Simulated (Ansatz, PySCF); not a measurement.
Process, species as SMILES: FC1=COCO1 + 7 [H][H] (H2) → 3 C (CH4) + F (HF) + 2 O (H2O)
Geometries: B3LYP-D3(BJ)/def2-TZVP minima from Ansatz (a program for electronic structure), one conformer each, not searched for the lowest.

Wanted: energy of full hydrogenation (enthalpy at 298 K, with B3LYP-D3(BJ) rigid-rotor harmonic-oscillator terms from PySCF), in eV. Cores are frozen in the correlated levels unless marked. No spin-orbit coupling. No relativistic terms. CBS(X,Y): correlation extrapolated as X^-3; Hartree-Fock from the larger set. The bracket is a focal-point correction in the basis named.

RI-MP2/CBS(cc-pVTZ,cc-pVQZ)+[CCSD(T)-MP2]/cc-pVTZ (Ansatz) gives -6.52 eV.

Problem. Another calculation gave -6.59 eV. Which level was it?
A) LC-wPBE/def2-TZVPD (Ansatz)
B) r2SCANh/def2-TZVPD (Ansatz)
C) revPBE/def2-TZVPD (Ansatz)
D) HF/def2-TZVPD (PySCF)

Solution. A, LC-wPBE/def2-TZVPD (Ansatz). The others give -6.27 (r2SCANh), -6.84 (HF), -6.03 (revPBE) eV.
